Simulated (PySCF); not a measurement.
# Calcium: a sound run and one with changed settings

Sound run: Ca [Ar] 4s2, Ca+ [Ar] 4s1. Calculation: PySCF 2.14, in cc-pVDZ-X2C (5s4p2d, 27 functions); the spin-free X2C one-electron Hamiltonian (Gaussian nucleus). In the sound run the correlated levels freeze [Ar]. The sound run starts from symmetry-adapted Hartree-Fock orbitals and uses a fine grid where one is needed.

Changed run: all electrons correlated in a basis built for the valence shell.

```tsv
species	method	sound run (hartree)	changed run (hartree)	converged
Ca	MP2	-679.64649	-679.72927	yes
Ca	CCSD(T)	-679.65703	-679.74355	yes
Ca+	MP2	n/a	-679.51552	yes
Ca+	CCSD(T)	n/a	-679.52332	yes
```

Ionisation energy of Ca:

```tsv
method	sound run (eV)	changed run (eV)
UHF	5.146	5.146
MP2	5.617	5.816
SCS-MP2	5.712	5.874
CCSD	5.904	5.974
CCSD(T)	5.904	5.993
```

A valence basis has no tight correlating functions, so it recovers only part of the core correlation, and not evenly between atom and ion.

For comparison, NIST gives 6.113 eV between the lowest levels.
